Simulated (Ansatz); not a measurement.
Consider the isomerisation: `C[SiH](N)O[SiH3]` → `C[SiH2][SiH](N)O`.

Gas-phase electronic energies from Ansatz, PBE0-D4/def2-TZVP geometries. CCSD(T)/CBS adds triple-zeta CCSD(T) − MP2 to the extrapolated MP2 energy (def2 sets, frozen cores). Functionals use def2-TZVPP. B3LYP here is the variant with VWN-RPA as its local correlation; programs differ in this. One conformer a species, not always the lowest.

`C[SiH](N)O[SiH3]`:

```xyz
14

C     1.130    1.317    1.321
Si    0.673    0.416   -0.233
N     1.370   -1.144   -0.230
O    -0.975    0.416   -0.312
Si   -2.188   -0.572   -0.775
H     2.210    1.470    1.382
H     0.638    2.291    1.360
H     0.815    0.752    2.203
H     1.165    1.085   -1.464
H     1.524   -1.661   -1.079
H     1.362   -1.743    0.578
H    -1.918   -1.162   -2.115
H    -2.365   -1.684    0.199
H    -3.441    0.221   -0.835
```

`C[SiH2][SiH](N)O`:

Z-matrix (Å, degrees):
```
C
Si 1 1.876
H 1 1.092 2 110.7
H 1 1.092 2 110.0 3 -119.2
H 1 1.092 2 111.3 3 120.4
Si 2 2.339 1 112.5 3 62.8
H 2 1.492 1 110.5 3 -59.3
H 2 1.494 1 110.0 3 -176.9
O 6 1.659 2 103.1 1 39.1
N 6 1.710 2 110.3 1 163.7
H 6 1.493 2 114.8 1 -79.6
H 9 0.959 6 117.4 2 -179.6
H 10 1.005 6 122.9 2 146.6
H 10 1.006 6 123.3 2 -46.8
```

```json
{"level": "PBE-D4", "ΔE (kJ/mol)": "95.9", "difference from CCSD(T)/CBS": "-27.8"}
{"level": "B3LYP-D4", "ΔE (kJ/mol)": "122.8", "difference from CCSD(T)/CBS": "-0.9"}
{"level": "ωB97X-V", "ΔE (kJ/mol)": "120.5", "difference from CCSD(T)/CBS": "-3.2"}
{"level": "ωB97M-V", "ΔE (kJ/mol)": "126.0", "difference from CCSD(T)/CBS": "2.3"}
{"level": "B2PLYP", "ΔE (kJ/mol)": "127.1", "difference from CCSD(T)/CBS": "3.4"}
{"level": "PBE", "ΔE (kJ/mol)": "95.5", "difference from CCSD(T)/CBS": "-28.2"}
{"level": "PBE0", "ΔE (kJ/mol)": "105.6", "difference from CCSD(T)/CBS": "-18.1"}
{"level": "MP2/def2-TZVPP", "ΔE (kJ/mol)": "130.7", "difference from CCSD(T)/CBS": "7.0"}
{"level": "SCS-MP2/def2-TZVPP", "ΔE (kJ/mol)": "134.9", "difference from CCSD(T)/CBS": "11.2"}
{"level": "CCSD/def2-TZVPP", "ΔE (kJ/mol)": "128.3", "difference from CCSD(T)/CBS": "4.6"}
{"level": "CCSD(T)/def2-TZVPP", "ΔE (kJ/mol)": "124.6", "difference from CCSD(T)/CBS": "0.9"}
{"level": "HF/def2-QZVPP", "ΔE (kJ/mol)": "153.4", "difference from CCSD(T)/CBS": "29.7"}
{"level": "SCS-MP2/def2-QZVPP", "ΔE (kJ/mol)": "135.0", "difference from CCSD(T)/CBS": "11.3"}
{"level": "HF/CBS(def2)", "ΔE (kJ/mol)": "153.7", "difference from CCSD(T)/CBS": "30.0"}
{"level": "MP2/CBS(def2)", "ΔE (kJ/mol)": "129.7", "difference from CCSD(T)/CBS": "6.0"}
{"level": "CCSD/CBS(def2)", "ΔE (kJ/mol)": "127.4", "difference from CCSD(T)/CBS": "3.7"}
{"level": "CCSD(T)/CBS", "ΔE (kJ/mol)": "123.7", "difference from CCSD(T)/CBS": "0"}
```

Largest T1 diagnostic among the species: 0.011.

From PBE to PBE0 (25 % exact exchange), in def2-TZVPP and without D4, ΔE moves by +10.2 kJ/mol. In def2-TZVPP, CCSD(T) changes the Hartree–Fock value by −26.4 kJ/mol (the triples alone add −3.7 kJ/mol) and MP2 by −20.3 kJ/mol.
